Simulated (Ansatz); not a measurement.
# A barrier at the coupled-cluster level

Start structure (AlH₃OF₂, closed shell), relaxed at PBE0-D4/def2-TZVP:

```csv
atom,x (Å),y (Å),z (Å)
Al1,-0.6427,-0.5074,-0.2448
H2,0.0603,-1.9128,-0.1190
F3,-1.2055,-0.0482,-1.7303
F4,-1.4766,0.0959,1.0676
H5,1.7402,0.3745,0.1195
O6,0.8525,0.7425,0.0543
H7,0.6719,1.2554,0.8526
```

The step: AlHF₂ ([F][AlH][F]) + H₂O → AlHOF₂ ([OH][Al]([F])[F]) + H₂; bonds formed: H2–H5; dative contacts that become bonds: Al1–O6; bonds broken: Al1–H2, H5–O6. Computed with Ansatz 0.2.0 (basis: def2-TZVPP and def2-QZVPP); correlated methods freeze the cores. Extrapolation: Hartree–Fock as exp(−7.88 √X), correlation as X^−2.97. Energies below are by CCSD(T) at an estimated basis limit (MP2 extrapolated from triple and quadruple zeta, plus CCSD(T) − MP2 in triple zeta).

Task: What are the electronic barrier and the energy of the step, from the start structure to the end structure? (To be estimated.)

Result: Computed: Barrier 0.921 eV; step energy -0.170 eV (downhill); reverse barrier, their difference, 1.091 eV. Barrier and step energy count from the start structure, the reverse barrier from the end structure.

The saddle point: One imaginary mode of 1217i cm⁻¹.
| pair | start (Å) | saddle (Å) | end (Å) |
| --- | --- | --- | --- |
| Al1–O6 | 1.97 | 1.81 | 1.68 |
| H2–H5 | 2.85 | 1.07 | 0.76 |
| Al1–H2 | 1.58 | 1.74 | 2.20 |
| H5–O6 | 0.96 | 1.24 | 2.62 |

Zero-point energy (harmonic, PBE0-D4): ZPE is 1.020 eV at the start and 0.918 eV at the saddle, so the barrier goes from 0.921 to 0.819 eV.

First-order rate constant out of the start structure at 498 K by transition-state theory, with harmonic vibrational free energies alone and no tunnelling: ΔA‡ = 0.890 eV, so k = (kB T/h) exp(−ΔA‡/kB T) ≈ 10^4 s⁻¹ (an order of magnitude at best: rotation, the number of equivalent paths and anharmonicity are left out).

The T1 diagnostic stays at or below 0.013.

The step is the kind of ligand exchange by which a precursor binds to a hydroxyl group, or is hydrolysed, in atomic layer deposition of oxides.

Labels in which every atom is bracketed show which atoms are joined, not bond orders.

For scale, one of the runs: CCSD(T)/def2-TZVPP, 177 basis functions (an equivalent command: `ansatz run in.yaml --threads 2`). Hardware: 2 CPU threads, shared host. Wall time 55 s; peak host memory 1.7 GiB.
